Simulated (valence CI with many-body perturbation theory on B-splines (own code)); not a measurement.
Ladder of approximations for Au⁴⁵⁺

Computed by relativistic CI+MBPT: six valence electrons over a frozen Dirac-Fock core [Ar] 3d10, radial functions for each j: 9 s, 9 p, 8 d, 6 f, 3 g, 1 h, with the one-electron correlation potential Σ1 (screened to all orders), the two-electron term Σ2, the three-electron term Σ3, Breit, model QED; selected single and double excitations, second order for the rest, scaled by the run's own slope (own B-spline code, finite nucleus).

No measured spectrum was set against this ion. As an estimate, large intervals hold to a few tenths of a per cent, small ones and those within an open d or f shell to about a per cent. Among the levels kept, up to 660 cm⁻¹ of a level comes from second order outside the variational space, and about a tenth of that is noise between levels of different J, which matters for small intervals.

Each rung adds one term. CI alone is the Dirac-Coulomb CI over the frozen core; QED comes last and gives the full result, which names the levels. Energies are above (4s^2 4p1/2^2 4p3/2^2) J=2 on the same rung, in cm⁻¹.

Levels are named by their leading jj configuration (3d3/2^4 stands for four electrons in 3d with j = 3/2), which in mixed levels can hold well under half, so a name can repeat and another be missing. Letters in brackets count levels of one name in rising energy.

| Level | CI alone |
| --- | --- |
| (4s^2 4p1/2^2 4p3/2^2) J=0 | 79510 |
| (4s^2 4p1/2 4p3/2^3) J=1 | 1067740 |
| (4s^2 4p1/2 4p3/2^3) J=2 | 1108320 |
| (4s^2 4p1/2^2 4p3/2 4d3/2) J=2 | 1391010 |
| (4s^2 4p1/2^2 4p3/2 4d3/2) J=0 | 1417110 |
| (4s^2 4p1/2^2 4p3/2 4d3/2) J=1 | 1419990 |
| (4s^2 4p1/2^2 4p3/2 4d3/2) J=3 | 1426810 |
| (4s^2 4p1/2^2 4p3/2 4d5/2) J=4 | 1638480 |
| (4s^2 4p1/2^2 4p3/2 4d5/2) J=2 | 1656890 |
| (4s^2 4p1/2^2 4p3/2 4d5/2) J=3 | 1765980 |
| (4s^2 4p1/2^2 4p3/2 4d5/2) J=1 | 1795880 |
| (4s 4p1/2^2 4p3/2^3) J=2 | 2020230 |
| (4s 4p1/2^2 4p3/2^3) J=1 | 2127260 |
| (4s^2 4p3/2^4) J=0 | 2207450 |
| (4s^2 4p1/2 4p3/2^2 4d3/2) J=1 [a] | 2419440 |
| (4s^2 4p1/2 4p3/2^2 4d3/2) J=2 [a] | 2419680 |

**Question.** What do these energies become with core correlation, Breit and QED?

**Answer.** (4s^2 4p1/2^2 4p3/2^2) J=0 78641 (-869); (4s^2 4p1/2 4p3/2^3) J=1 1062120 (-5621); (4s^2 4p1/2 4p3/2^3) J=2 1101540 (-6778); (4s^2 4p1/2^2 4p3/2 4d3/2) J=2 1381930 (-9079); (4s^2 4p1/2^2 4p3/2 4d3/2) J=0 1408250 (-8859); (4s^2 4p1/2^2 4p3/2 4d3/2) J=1 1410330 (-9659); (4s^2 4p1/2^2 4p3/2 4d3/2) J=3 1416790 (-10013); (4s^2 4p1/2^2 4p3/2 4d5/2) J=4 1625370 (-13110); (4s^2 4p1/2^2 4p3/2 4d5/2) J=2 1643640 (-13247); (4s^2 4p1/2^2 4p3/2 4d5/2) J=3 1747250 (-18723); (4s^2 4p1/2^2 4p3/2 4d5/2) J=1 1778970 (-16910); (4s 4p1/2^2 4p3/2^3) J=2 2006910 (-13321); (4s 4p1/2^2 4p3/2^3) J=1 2111320 (-15934); (4s^2 4p3/2^4) J=0 2194890 (-12559); (4s^2 4p1/2 4p3/2^2 4d3/2) J=1 [a] 2404690 (-14746); (4s^2 4p1/2 4p3/2^2 4d3/2) J=2 [a] 2405080 (-14601).

**Question.** How does the ionisation energy move along the ladder, and which term matters most?

**Answer.** CI alone 2386.3, + Σ1 2387.9, + Σ2 2388.3, + Σ3 2387.8, + Breit 2386.0, + QED 2385.8 eV. The largest step is Breit, -1.8 eV. NIST lists 2383 ± 4 eV (theoretical).
